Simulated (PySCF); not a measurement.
Coordinates in bohr (charge 0 multiplicity 1):
```
Ce    0.0000    0.0000   -0.3961
O     2.7866    0.0000    1.7527
O    -2.7866    0.0000    1.7527
```

All numbers come from PySCF, PBE0, basis Ce lcecp-2-TZVP with ECP46, O def2-TZVP (scalar-relativistic core potentials, no spin–orbit coupling, density fitting).

This geometry of CeO2 is a stationary point at this level.

Q: What is the point group?

A: C2v.

Q: Is it a minimum?

A: Yes: all harmonic wavenumbers are real.

Q: Which band is strongest in the infrared?

A: 815 cm⁻¹ (b2), 316 km/mol.

Q: Give the atomic charges and bond orders.

A: 
| atom | Mulliken | Löwdin | polar tensor | Mayer order to Ce1 |
| --- | --- | --- | --- | --- |
| Ce1 | 1.30 | 0.97 | 1.95 | – |
| O2,3 | -0.65 | -0.49 | -0.97 | 1.95 |

Other isomers or separated fragments may lie lower. The 4f shell sits in the core potential, so its spin is not counted.
